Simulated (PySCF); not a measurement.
## Spinor energies of Se²⁺ (selenium, charge +2)

Start: [Ar] 3d10 4s2 4p2; 4p1/2 filled at m_j = -1/2, +1/2. Calculated with PySCF 2.14 in x2c-SVPall-2c (5s6p3d, 38 functions): generalised Hartree-Fock with the X2C-1e Hamiltonian and a Gaussian nucleus; one run each with spin-orbit coupling (SO) switched off, then screened by Boettger's factors.

```
spinor shell  electrons  ε, spin-free (eV)  ε, screened SO (eV)  weight of nominal j (screened SO)  rms radius, screened SO (bohr)
       1s1/2          2           -12756.1             -12755.8                              1.000                          0.0508
       2s1/2          2            -1718.4              -1718.3                              1.000                           0.212
       2p1/2          2            -1509.6              -1538.4                              1.000                           0.187
       2p3/2          4            -1509.6              -1495.7                              1.000                           0.190
       3s1/2          2            -273.45              -273.37                              1.000                           0.613
       3p1/2          2            -205.60              -210.01                              0.996                           0.629
       3p3/2          4            -205.60              -203.36                              0.998                           0.639
       3d3/2          4            -93.380              -93.952                              0.974                           0.694
       3d5/2          6            -93.380              -92.883                              0.983                           0.695
       4s1/2          2            -42.798              -42.766                              0.999                            1.84
       4p1/2          2            -31.321              -31.392                              0.596                            2.16
```

```csv
quantity,spin-free,screened SO
E (hartree),-2426.54220,-2426.64545
M_J,0,0
⟨J²⟩,2.007,1.532
⟨L²⟩,2.005,1.996
⟨S²⟩,2.002,1.973
```

The determinant has a definite M_J but mixes levels of different J.

Each row is a mean over spinors that exchange with the open shell spreads, by up to 5.762 eV (4s1/2).

Rows whose weight is well below 1 are mixtures of j = l ± 1/2: exchange outweighs spin-orbit coupling there, and the label is only the starting occupation.

Without spin-orbit coupling the j labels of p, d and f shells carry no meaning; the spin-free column gives the mean over the occupied spinors of each nl shell.
